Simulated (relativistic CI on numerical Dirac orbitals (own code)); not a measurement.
**Radial parameters of Ru XLIII**

Calculated at this level of theory: Dirac-Coulomb-Breit CI, KLI orbitals optimised for each configuration, a model potential for QED, unscaled Slater integrals (own radial code, finite nucleus).

Slater integrals F^k, G^k are unscaled and averaged over j, outside the closed core (none); ζ comes from projecting the Hamiltonian with its Breit term on Σ l·s of the shell.

- 1s 2s: G^0(1s,2s) = 228190 cm⁻¹; <r>(1s) = 0.03295, <r^2>(1s) = 0.001462, <r>(2s) = 0.1331, <r^2>(2s) = 0.0208 (bohr units).
- 1s 2p: G^1(1s,2p) = 469290, ζ(2p) = 898280 cm⁻¹; <r>(1s) = 0.03295, <r^2>(1s) = 0.001462, <r>(2p) = 0.1133, <r^2>(2p) = 0.01549 (bohr units).
- 1s 3s: G^0(1s,3s) = 59756 cm⁻¹; <r>(1s) = 0.03292, <r^2>(1s) = 0.001459, <r>(3s) = 0.3032, <r^2>(3s) = 0.1047 (bohr units).

Averages of the first 10 configurations, taken without configuration mixing, which lowers the lowest level and can move excited configurations by several eV; other configurations of the list can lie among them:

```tsv
Configuration	Parity	States	Average energy above the lowest level (eV)
1s2	even	1	0.0
1s 2s	even	4	19671.0
1s 2p	odd	12	19827.9
1s 3s	even	4	23342.4
1s 3p	odd	12	23388.0
1s 3d	even	20	23418.4
1s 4s	even	4	24615.1
1s 4p	odd	12	24634.2
1s 4d	even	20	24647.0
1s 4f	odd	28	24651.6
```
